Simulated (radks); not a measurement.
Values are calculated unless marked as measured or tabulated.
Ionisation of neutral bismuth, [Hg] 6p3, to [Hg] 6p2 as the strength of local exchange is varied. Code: a radial shooting solver on a logarithmic mesh with Libxc functionals. Model: scalar-relativistic Kohn-Sham, Slater X-alpha exchange (alpha = 2/3 is LDA exchange), no correlation, spin-polarised, spherical densities, point nucleus; open shells are filled with parallel spins first (spin-orbit coupling, left out, can overturn this in heavy ions).

alpha  E(Bi) (hartree)  exchange (hartree)  IE (eV)  -e of the level emptied (eV)  <r> of it (bohr)
0.646      -21498.9811           -362.6008    7.682                    4.408 (6p)             3.102
0.667      -21510.8460           -374.6022    7.874                    4.580 (6p)             3.079
0.67       -21512.5416           -376.3178    7.901                    4.605 (6p)             3.076
0.756      -21561.2059           -425.6143    8.710                    5.335 (6p)             2.990
0.815      -21594.6578           -459.5640    9.285                    5.861 (6p)             2.935
0.872      -21627.0264           -492.4635    9.855                    6.386 (6p)             2.885
0.994      -21696.4745           -563.2112   11.124                    7.567 (6p)             2.786

NIST Atomic Spectra Database: 7.286 eV (measured). The central value is not met in this range of alpha. Open shells are spherical and high-spin; term and fine-structure splittings are not resolved. Spin-orbit splitting is averaged out at the scalar-relativistic level.
